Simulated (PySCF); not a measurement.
Correlation energy of C²⁺ (carbon, charge +2)

[He] 2s2, closed-shell 1S. Calculation: PySCF 2.14, in x2c-SVPall (3s2p1d, 14 functions); the spin-free X2C one-electron Hamiltonian (Gaussian nucleus). Frozen: 1s2; 2 electrons correlated.

Total MP2 correlation energy: -40.08 mhartree.

Same-spin part 0.00 and opposite-spin part -40.08 mhartree; SCS-MP2 scales them by 1/3 and 6/5 to -48.10 mhartree.

With two correlated electrons CCSD is exact within the correlated space (frozen core and kept virtual orbitals).

| level | correlation energy (mhartree) |
| --- | --- |
| CCSD | -73.07 |

Diagnostics: T1 = 0.0091, D1 = 0.0128, largest double amplitude 0.163.

Task: Is a single reference adequate?

Result: Not fully. A double-excitation amplitude exceeds 0.15, a sign of near-degeneracy.
